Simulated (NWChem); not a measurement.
System: CH$_{6}$N$_{2}$Si$_{2}$; SMILES N[Si@H]1N=C[SiH2]1

NWChem input:

```
start job
memory heap 200 mb stack 900 mb global 1100 mb
geometry units angstroms noautosym nocenter noautoz
  N      0.450862    -2.171502     0.522667
  Si    -0.062668    -0.803874    -0.374868
  N     -1.536790     0.110277     0.157592
  C     -1.109281     1.318883     0.257221
  Si     0.799346     1.347616     0.000826
  H      0.156588    -3.107084     0.267920
  H      0.703692    -2.108393     1.501432
  H     -0.271378    -1.279232    -1.773465
  H     -1.816203     2.140759     0.488713
  H      1.539339     1.593774     1.282484
  H      1.383018     2.264263    -1.032893
end
basis spherical
  N library def2-svp
  Si library def2-svp
  C library def2-svp
  H library def2-svp
end
dft
  xc b3lyp
  iterations 150
  mulliken
end
task dft energy
esp
  recalculate
  probe 0.07
  range 0.3
  factor 1.0
  spacing 0.02
end
task esp
```

Excerpt of the output:

```
             Northwest Computational Chemistry Package (NWChem) 7.3.0
             --------------------------------------------------------

                             Geometry "geometry" -> ""
                             -------------------------

 Output coordinates in angstroms (scale by  1.889725989 to convert to a.u.)

  No.       Tag          Charge          X              Y              Z
 ---- ---------------- ---------- -------------- -------------- --------------
    1 N                    7.0000     0.45086200    -2.17150200     0.52266700
    2 Si                  14.0000    -0.06266800    -0.80387400    -0.37486800
    3 N                    7.0000    -1.53679000     0.11027700     0.15759200
    4 C                    6.0000    -1.10928100     1.31888300     0.25722100
    5 Si                  14.0000     0.79934600     1.34761600     0.00082600
    6 H                    1.0000     0.15658800    -3.10708400     0.26792000
    7 H                    1.0000     0.70369200    -2.10839300     1.50143200
    8 H                    1.0000    -0.27137800    -1.27923200    -1.77346500
    9 H                    1.0000    -1.81620300     2.14075900     0.48871300
   10 H                    1.0000     1.53933900     1.59377400     1.28248400
   11 H                    1.0000     1.38301800     2.26426300    -1.03289300

 Effective nuclear repulsion energy (a.u.)     273.9834726139

                                 NWChem DFT Module
                                 -----------------

 Summary of "ao basis" -> "ao basis" (spherical)
 ------------------------------------------------------------------------------
       Tag                 Description            Shells   Functions and Types
 ---------------- ------------------------------  ------  ---------------------
 N                          def2-svp                 6       14   3s2p1d
 Si                         def2-svp                 8       18   4s3p1d
 C                          def2-svp                 6       14   3s2p1d
 H                          def2-svp                 3        5   2s1p

            General Information
            -------------------
          SCF calculation type: DFT
          Wavefunction type:  closed shell.
          No. of atoms     :    11
          No. of electrons :    54
           Alpha electrons :    27
            Beta electrons :    27
          Charge           :     0
          Spin multiplicity:     1
          Use of symmetry is: off; symmetry adaption is: off
          Maximum number of iterations: 150
          AO basis - number of functions:   108
                     number of shells:    52
          Convergence on energy requested:  1.00D-06
          Convergence on density requested:  1.00D-05
          Convergence on gradient requested:  5.00D-04

              XC Information
              --------------
                         B3LYP Method XC Potential
                     Hartree-Fock (Exact) Exchange  0.200
                        Slater Exchange Functional  0.800 local
                    Becke 1988 Exchange Functional  0.720 non-local
              Lee-Yang-Parr Correlation Functional  0.810
                  VWN I RPA Correlation Functional  0.190 local

             Grid Information
             ----------------
          Grid used for XC integration:  medium
          Radial quadrature: Mura-Knowles
          Angular quadrature: Lebedev.
          Tag              B.-S. Rad. Rad. Pts. Rad. Cut. Ang. Pts.
          ---              ---------- --------- --------- ---------
          N                   0.65       49          12.0       434
          Si                  1.10       88          11.0       590
          C                   0.70       49          12.0       434
          H                   0.35       45          13.0       434
          Grid pruning is: on
          Number of quadrature shells:   593
          Spatial weights used:  Erf1

      Superposition of Atomic Density Guess
      -------------------------------------

 Sum of atomic energies:        -726.58593643

      Non-variational initial energy
      ------------------------------

 Total energy =    -728.957016
 1-e energy   =   -1546.928809
 2-e energy   =     543.988320
 HOMO         =      -0.259676
 LUMO         =      -0.046564

     ---------------------------------------------
      Total Density - Mulliken Population Analysis
     ---------------------------------------------

    Atom       Charge   Shell Charges
 -----------   ------   -------------------------------------------------------
    1 N    7     7.75   1.99  1.03  0.44  2.60  1.69  0.01
    2 Si  14    13.27   2.00  1.99  0.99  0.23  5.93  1.02  0.85  0.26
    3 N    7     7.76   1.99  1.10  0.61  2.44  1.59  0.02
    4 C    6     5.89   1.99  0.98  0.34  1.71  0.81  0.05
    5 Si  14    13.72   2.00  1.99  1.05  0.29  5.94  1.14  1.20  0.12
    6 H    1     0.75   0.59  0.12  0.05
    7 H    1     0.75   0.59  0.12  0.04
    8 H    1     1.08   0.70  0.37  0.01
    9 H    1     0.93   0.68  0.22  0.02
   10 H    1     1.05   0.68  0.35  0.01
   11 H    1     1.05   0.68  0.36  0.01

   convergence    iter        energy       DeltaE   RMS-Dens  Diis-err
 ---------------- ----- ----------------- --------- --------- ---------
 d= 0,ls=0.0,diis     1   -729.8531702937 -1.00D+03  1.33D-02  6.41D-01
 d= 0,ls=0.0,diis     2   -729.7442856680  1.09D-01  9.43D-03  1.57D+00
 d= 0,ls=0.0,diis     3   -729.9259815254 -1.82D-01  2.04D-03  8.29D-02
 d= 0,ls=0.0,diis     4   -729.9335371351 -7.56D-03  8.45D-04  1.89D-02
 d= 0,ls=0.0,diis     5   -729.9356480443 -2.11D-03  1.92D-04  4.64D-04
  Resetting Diis
 d= 0,ls=0.0,diis     6   -729.9357007713 -5.27D-05  6.44D-05  3.65D-05
 d= 0,ls=0.0,diis     7   -729.9357059635 -5.19D-06  2.93D-05  2.87D-06
 d= 0,ls=0.0,diis     8   -729.9357054242  5.39D-07  1.72D-05  6.92D-06
 d= 0,ls=0.0,diis     9   -729.9357063389 -9.15D-07  3.74D-06  3.47D-07

         Total DFT energy =     -729.935706338917
      One electron energy =    -1551.188638730900
           Coulomb energy =      610.634133685541
    Exchange-Corr. energy =      -63.364673907414
 Nuclear repulsion energy =      273.983472613856

 Numeric. integr. density =       54.000021767840

                       DFT Final Molecular Orbital Analysis
                       ------------------------------------

 Vector   25  Occ=2.000000D+00  E=-2.863350D-01
              MO Center=  3.1D-01, -1.0D+00,  8.4D-02, r^2= 3.6D+00
   Bfn.  Coefficient  Atom+Function         Bfn.  Coefficient  Atom+Function
  ----- ------------  ---------------      ----- ------------  ---------------
     4      0.365811   1 N  px                7     -0.303643   1 N  px
    25     -0.167054   2 Si px               69      0.167038   5 Si py
    23     -0.164080   2 Si py               89      0.150789   8 H  s
    72      0.145054   5 Si py                6     -0.141274   1 N  pz
    22     -0.137920   2 Si px               90      0.125924   8 H  s

 Vector   26  Occ=2.000000D+00  E=-2.673323D-01
              MO Center=  2.1D-01, -4.5D-01,  1.4D-01, r^2= 4.2D+00
   Bfn.  Coefficient  Atom+Function         Bfn.  Coefficient  Atom+Function
  ----- ------------  ---------------      ----- ------------  ---------------
     4      0.333461   1 N  px                7     -0.277762   1 N  px
    50     -0.225218   4 C  px               69     -0.203973   5 Si py
    72     -0.198640   5 Si py               17      0.193288   2 Si s
    23      0.151230   2 Si py               49     -0.151617   4 C  s
    26      0.145270   2 Si py               35     -0.136353   3 N  s

 Vector   27  Occ=2.000000D+00  E=-2.234474D-01
              MO Center= -9.7D-01,  4.2D-01,  1.3D-01, r^2= 3.2D+00
   Bfn.  Coefficient  Atom+Function         Bfn.  Coefficient  Atom+Function
  ----- ------------  ---------------      ----- ------------  ---------------
    36      0.473671   3 N  px               39     -0.366366   3 N  px
    63      0.226477   5 Si s                94     -0.174590   9 H  s
    68     -0.168013   5 Si px               50      0.154831   4 C  px
    95     -0.152231   9 H  s                17     -0.148139   2 Si s
    71     -0.148498   5 Si px               64      0.145642   5 Si s

 Vector   28  Occ=0.000000D+00  E=-3.545433D-02
              MO Center= -9.6D-01,  8.4D-01,  1.8D-01, r^2= 2.6D+00
   Bfn.  Coefficient  Atom+Function         Bfn.  Coefficient  Atom+Function
  ----- ------------  ---------------      ----- ------------  ---------------
    55      0.462962   4 C  pz               41     -0.425038   3 N  pz
    52      0.403997   4 C  pz               38      0.389883   3 N  pz
    73      0.383626   5 Si pz              100     -0.354449  10 H  s
   105      0.263648  11 H  s                27     -0.256568   2 Si pz
    90     -0.206161   8 H  s                 3      0.164787   1 N  s

 Vector   29  Occ=0.000000D+00  E= 6.136194D-03
              MO Center=  7.7D-01,  9.6D-01, -1.2D-01, r^2= 4.3D+00
   Bfn.  Coefficient  Atom+Function         Bfn.  Coefficient  Atom+Function
  ----- ------------  ---------------      ----- ------------  ---------------
    49      0.801754   4 C  s                71      0.797700   5 Si px
    72     -0.676599   5 Si py               26     -0.592838   2 Si py
    18     -0.457591   2 Si s                17     -0.323530   2 Si s
    53      0.272288   4 C  px              100     -0.260020  10 H  s
    25     -0.234120   2 Si px               95     -0.226353   9 H  s

 Vector   30  Occ=0.000000D+00  E= 1.072507D-02
              MO Center=  3.5D-01, -4.0D-01,  1.3D-01, r^2= 5.7D+00
   Bfn.  Coefficient  Atom+Function         Bfn.  Coefficient  Atom+Function
  ----- ------------  ---------------      ----- ------------  ---------------
     3      0.876236   1 N  s                73     -0.678272   5 Si pz
   105     -0.570690  11 H  s                27     -0.561627   2 Si pz
    80     -0.480041   6 H  s               100      0.409404  10 H  s
    90     -0.370021   8 H  s                85     -0.334078   7 H  s
    26      0.239944   2 Si py               71      0.218142   5 Si px

     ---------------------------------------------
      Total Density - Mulliken Population Analysis
     ---------------------------------------------

    Atom       Charge   Shell Charges
 -----------   ------   -------------------------------------------------------
    1 N    7     7.35   1.99  0.98  0.42  2.49  1.47  0.01
    2 Si  14    13.51   2.00  1.98  1.04  0.15  5.93  1.25  0.83  0.33
    3 N    7     7.30   1.99  1.06  0.60  2.31  1.32  0.02
    4 C    6     6.08   1.99  0.95  0.31  2.00  0.79  0.05
    5 Si  14    13.79   2.00  1.98  1.09  0.24  5.93  1.31  1.07  0.16
    6 H    1     0.87   0.71  0.12  0.05
    7 H    1     0.87   0.71  0.12  0.05
    8 H    1     1.10   0.75  0.34  0.01
    9 H    1     0.98   0.75  0.21  0.02
   10 H    1     1.07   0.74  0.32  0.01
   11 H    1     1.08   0.74  0.33  0.01

     -------------------------------------------
      Total Density - Lowdin Population Analysis
     -------------------------------------------

    Atom       Charge   Shell Charges
 -----------   ------   -------------------------------------------------------
    1 N    7     7.22   1.97  0.70  0.43  2.27  1.82  0.02
    2 Si  14    13.56   2.00  1.93  0.66  0.33  5.81  1.27  1.06  0.50
    3 N    7     7.24   1.97  0.84  0.53  2.17  1.68  0.04
    4 C    6     6.11   1.97  0.65  0.36  1.81  1.21  0.11
    5 Si  14    13.71   2.00  1.94  0.71  0.37  5.82  1.33  1.31  0.25
    6 H    1     0.93   0.59  0.21  0.13
    7 H    1     0.93   0.59  0.21  0.13
    8 H    1     1.11   0.66  0.43  0.02
    9 H    1     1.00   0.65  0.28  0.07
   10 H    1     1.09   0.64  0.43  0.03
   11 H    1     1.10   0.64  0.43  0.03

     Multipole analysis of the density
     ---------------------------------

     L   x y z        total         alpha         beta         nuclear
     -   - - -        -----         -----         ----         -------
     0   0 0 0     -0.000000    -27.000000    -27.000000     54.000000

     1   1 0 0      0.535875      2.392588      2.392588     -4.249302
     1   0 1 0     -0.327361     -0.731730     -0.731730      1.136099
     1   0 0 1      0.258415     -1.574137     -1.574137      3.406688

     2   2 0 0    -37.818405    -94.816834    -94.816834    151.815263
     2   1 1 0     -0.905444      1.257258      1.257258     -3.419960
     2   1 0 1      0.769133      0.709085      0.709085     -0.649038
     2   0 2 0    -28.998494   -203.743011   -203.743011    378.487529
     2   0 1 1     -1.218870      3.910056      3.910056     -9.038981
     2   0 0 2    -33.056307    -39.511868    -39.511868     45.967428

                     NWChem Electrostatic Potential Fit Module
                     -----------------------------------------

 Atom parameters

 Number of atoms is                                   11
 Number of basis functions is                        108

 Grid parameters

 Maximum number of grid points is                  47698
 Number of grid points is                          47697
 Grid range                                     0.300000 nm
 Grid spacing                                   0.020000 nm
 Probe radius                                   0.070000 nm
 Atom radius factor                             1.000000

 Atomic radii

    1    0.100000
    6    0.147000
    7    0.140000
   14    0.187000
 FASTESP  F
  using M.O. file = ./job.movecs

    Atom              Coordinates                           Charge

                                                  ESP

    1 N     0.045086   -0.217150    0.052267   -0.946699
    2 Si   -0.006267   -0.080387   -0.037487    0.805898
    3 N    -0.153679    0.011028    0.015759   -0.570437
    4 C    -0.110928    0.131888    0.025722    0.316358
    5 Si    0.079935    0.134762    0.000083   -0.095086
    6 H     0.015659   -0.310708    0.026792    0.365293
    7 H     0.070369   -0.210839    0.150143    0.355844
    8 H    -0.027138   -0.127923   -0.177347   -0.164581
    9 H    -0.181620    0.214076    0.048871   -0.021257
   10 H     0.153934    0.159377    0.128248   -0.013554
   11 H     0.138302    0.226426   -0.103289   -0.031779
                                            ------------
                                                0.000000

 Dipole moment                                  0.698460

 Quadrupole moment Qxx                        -10.281822
                   Qyy                          7.887163
                   Qzz                          2.394659

 RMS deviation kJ/mol                           0.072883

 RRMS %                                        40.008208
```

Level: B3LYP/def2-SVP. All runs use the structure optimised with PBE0/def2-SVP.
